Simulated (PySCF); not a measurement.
Structure elucidation problem

Molecular formula: C8H8. Simulated spectra:

$^{1}$H NMR (500 MHz, computed): δ 3.03 (m, 2H), 2.31 (m, 2H), 2.09 (m, 2H), 1.85 (d, 2H).

$^{13}$C{$^{1}$H} NMR (computed): δ 92.3 (C), 78.9 (CH), 32.7 (CH), 26.9 (CH2).

PySCF calculation with geometry: GFN2-xTB and GIAO PBE0/pcSseg-1 shieldings; averaged over atoms made equivalent by symmetry, fast rotation or ring inversion, non-relativistic, one conformer, gas phase.

δ = σ(ref) − σ, references computed at the same level: $^{1}$H (σref 31.72) and $^{13}$C (σref 186.93) vs TMS.

Propose a structure and justify it.

## Answers


- Rings plus π bonds: 5 (1 ring in the answer).
- 4 carbon signals for 8 carbons: some carbons are equivalent by symmetry or fast rotation.
- Carbon types of the structure: 2 × C, 4 × CH, 2 × CH2, which accounts for all hydrogens.
- δC 92.3: alkyne carbon; the triple bond shields along its axis, which puts it between sp3 and sp2 carbons.
- δC 78.9: terminal alkyne carbon; sp carbons lie upfield of alkene carbons because the cylindrical π system leaves one tensor component strongly shielded.
- δC 32.7: propargylic sp3 CH; a saturated carbon with 3 carbon neighbours and no heteroatom attached.
- δC 26.9: sp3 CH2 in a ring; a saturated carbon with 2 carbon neighbours and no heteroatom attached.
- δH 3.03: hydrogen on a propargylic sp3 CH.
- δH 2.31, 2.09: hydrogen on an sp3 CH2 in a ring.
- δH 1.85: hydrogen on a terminal alkyne carbon; it lies on the axis of the triple bond, in its shielding cone.

The compound is `C#C[C@@H]1CC[C@H]1C#C`.

This is the structure that produced the data.

Shifts are as computed. Against solution values, carbons near 30 ppm lie about +3 ppm off and those near 130 ppm about +5 ppm. Of 1211 compounds with measured shifts, 218 miss one by over three times the rms of a fit or turn the order of signals round; such compounds aren't used in these exercises. No couplings were computed; multiplicities are counted from neighbouring protons, with m where these are inequivalent, close in shift, in a saturated or five-membered ring or joined by F or P, and br s for small geminal =CH2 splittings.
